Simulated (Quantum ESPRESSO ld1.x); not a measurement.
Task: These are the eigenvalues of the occupied orbitals of an atom or ion with whole-number occupations (eV). Calculated with ld1.x of Quantum ESPRESSO 7.5: Dirac Kohn-Sham, rPW86 exchange with PBE correlation, spin-unpolarised, spherical densities, point nucleus.

| orbital | eigenvalue |
|---|---|
| 1s1/2 | -78345.377 |
| 2s1/2 | -13756.936 |
| 2p1/2 | -13181.468 |
| 2p3/2 | -11451.524 |
| 3s1/2 | -3238.147 |
| 3p1/2 | -2980.408 |
| 3p3/2 | -2600.066 |
| 3d3/2 | -2172.451 |
| 3d5/2 | -2090.568 |
| 4s1/2 | -703.123 |
| 4p1/2 | -593.740 |
| 4p3/2 | -503.412 |
| 4d3/2 | -324.684 |
| 4d5/2 | -307.894 |
| 5s1/2 | -109.790 |
| 4f5/2 | -80.028 |
| 4f7/2 | -76.581 |
| 5p1/2 | -75.090 |
| 5p3/2 | -60.316 |
| 5d3/2 | -15.216 |
| 5d5/2 | -13.865 |

Which element is it, and in what charge state? The configuration may be excited. Open shells, if any, are shared by 2j + 1.

Result: Z = 78, platinum, charge +1: Pt+ in [Xe] 4f14 5d9. The list shows which subshells hold electrons but not how many an open one holds; the 1s level, -2879.1 hartree, gives Z - s = 75.9 by -(Z - s)^2/2, which with screening and relativity narrows Z to a few neighbours, and the depths of the outer levels then fix element, charge and occupations together.
